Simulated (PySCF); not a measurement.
Compound: BiMe3, C3H9Bi.
Bonds: Bi1–C2, Bi1–C6, Bi1–C10. Hydrogens: H3, H4, H5 on C2; H7, H8, H9 on C6; H11, H12, H13 on C10.

Theory: PySCF 2.14.0, PBE0-D3(BJ)/def2-SVP geometry optimisation, gas phase, def2 core potentials past Kr.

Q: How far are the bound atoms from Bi1?

A: 3 atoms: C6 2.273 Å, C2 2.274 Å, C10 2.274 Å. The nearest atom not counted as bound is H7, at 2.83 Å (others tie with it).

Q: List the angles at Bi1.

A: 
```tsv
angle	degrees	distance of the outer atoms (Å)
C2–Bi1–C10	92.8	3.29
C2–Bi1–C6	92.8	3.29
C6–Bi1–C10	92.6	3.29
```

Q: What is the shape at Bi1?

A: Pyramidal: angles 92.8°, 92.8° and 92.6°, sum 278.2°, 1.25 Å off the plane of its three neighbours.

Q: What are the other bond lengths?

A: C2–H3 and 8 like bonds 1.099 Å.

Point group: near C3v, missed by 0.18 Å at most; the miss may be what the optimiser left on a soft mode. Charge 0, singlet. No PBE0-D3(BJ)/def2-SVP frequencies stand behind this structure, so it isn't proved a minimum.
